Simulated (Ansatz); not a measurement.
C3H10OSi can be A, `CC([SiH3])CO`, or B, `CCOC[SiH3]`.

Calculated with Ansatz (gas phase, PBE0-D4/def2-TZVP geometries, no zero-point term in ΔE). CCSD(T)/CBS is the MP2 limit (def2-TZVPP, def2-QZVPP) plus CCSD(T) − MP2 in def2-TZVPP, frozen cores. Functionals use def2-TZVPP. B3LYP here is the variant with VWN-RPA as its local correlation; programs differ in this. One conformer a species, not always the lowest.

Question: Which is lower in electronic energy at CCSD(T)/CBS, and by how much? (Estimate.)

Answer: Computed: A, by 48.8 kJ/mol.

Question: Give E(B) − E(A) in kJ/mol with CCSD(T)/def2-TZVPP, PBE0-D4, B3LYP-D4, r2SCAN-D4, B3LYP, CCSD/def2-TZVPP, MP2/def2-TZVPP. (Estimate.)

Answer: Computed: CCSD(T)/def2-TZVPP 46.5, PBE0-D4 45.7, B3LYP-D4 38.3, r2SCAN-D4 43.0, B3LYP 33.5, CCSD/def2-TZVPP 45.5, MP2/def2-TZVPP 52.9. None reverses the order clearly.

Largest T1 diagnostic: 0.011.

In def2-TZVPP, CCSD(T) changes the Hartree–Fock value by +13.6 kJ/mol (the triples alone add +1.0 kJ/mol) and MP2 by +20.0 kJ/mol. From PBE to PBE0 (25 % exact exchange), in def2-TZVPP and without D4, E(B) − E(A) moves by +3.6 kJ/mol.
